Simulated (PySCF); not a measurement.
# What a mistake does to a calculation on BCClGeH6

These are calculations, not measurements. They come from PySCF 2.14.0, an open-source quantum chemistry program, on an isolated molecule that a program drew, which may never have been made. The molecule is BCClGeH6 (charge 0, singlet), drawn as the SMILES string `C[B](Cl)[GeH3]`.

Each row is a Hartree-Fock (HF) and frozen-core CCSD(T) single point in the cc-pV(D+d)Z basis, meant for a local HF minimum. Run 1 is clean. Each other run has one planted mistake out of seven kinds, and not every kind appears here: one electron removed, one electron added, multiplicity raised by two, geometry at a saddle point, minimal basis STO-3G, one bond length entered in bohr, all coordinates scaled. The reference is restricted for singlets and unrestricted otherwise, and also for a bond in bohr. Adding or removing an electron swaps singlet and doublet. Electrons count all cores. HOMO and LUMO are orbital energies over both spins, the gradient is its largest component, and the lowest frequency (negative if imaginary) is given only where the gradient is small. Bond lengths are over the 9 bonds as drawn. T1 is the CCSD diagnostic: over 0.02 (restricted) or 0.045 (unrestricted) a single reference is doubtful. Germanium has the cc-pVDZ-PP basis, with a core potential (ECP10MDF) in place of its 10 inner electrons, and its 3s, 3p and 3d shells are frozen in CCSD(T).

Geometry of the clean run:
```xyz
10
BCClGeH6, angstrom
C    -1.3375    0.5281   -0.6970
B    -0.7444   -0.7793   -0.0634
Cl    0.5252   -1.6699   -0.9352
Ge   -1.3790   -1.5949    1.7622
H    -0.7624    0.9161   -1.5386
H    -2.3490    0.2902   -1.0544
H    -1.4639    1.3131    0.0547
H    -0.2313   -1.5472    2.7800
H    -2.5677   -0.8187    2.3486
H    -1.7985   -3.0592    1.5851
```

| run | electrons | basis functions | <S^2> | HOMO (eV) | LUMO (eV) | gradient (hartree/bohr) | lowest frequency (cm^-1) | mean bond (Å) | longest bond (Å) | T1 | HF (hartree) | CCSD(T) (hartree) | mistake |
|---|---|---|---|---|---|---|---|---|---|---|---|---|---|
| 1 | 66 | 104 | 0.000 | -10.57 | 2.01 | 1.5e-05 | 32 | 1.4816 | 2.098 | 0.0123 | -818.96591 | -819.50546 | no fault |
| 2 | 66 | 104 | 0.000 | -10.56 | 1.56 | 4.1e-02 | - | 1.5882 | 2.249 | 0.0134 | -818.92721 | -819.47485 | all coordinates scaled |
| 3 | 65 | 104 | 0.763 | -17.65 | -8.36 | 9.4e-02 | - | 1.4816 | 2.098 | 0.0270 | -818.61770 | -819.14864 | ? |
| 4 | 66 | 104 | 0.715 | -10.62 | 1.20 | 1.8e-02 | - | 1.5897 | 2.098 | 0.0525 | -818.83983 | -819.37606 | ? |

**Which mistake was planted in run 3, and what did it cost?**

It counts 65 electrons, one fewer than the clean run, at the same geometry and basis. So the mistake is: one electron removed. Subtracting run 1 and multiplying by 627.51 kcal/mol a hartree, the energy moved by 218.5 kcal/mol in HF and 223.9 kcal/mol in CCSD(T).

**Which mistake was planted in run 4, and what did it cost?**

The mean bond changes by a factor of 1.073 and the longest by 1.000, so the molecule wasn't scaled as a whole. A length L in bohr read as angstrom grows by (1/0.5292 - 1) L = 0.890 L. The 9 bonds together grew by 9 x 0.1081 = 0.973 Å, which gives L = 1.093 Å. That is the length of one of the C-H bonds, 1.094 Å in the clean geometry. So the mistake is: one bond length entered in bohr. Subtracting run 1 and multiplying by 627.51 kcal/mol a hartree, the energy moved by 79.1 kcal/mol in HF and 81.2 kcal/mol in CCSD(T).

Cautions from the logs. Run 4: T1 is over the limit, so its CCSD(T) energy is less reliable.
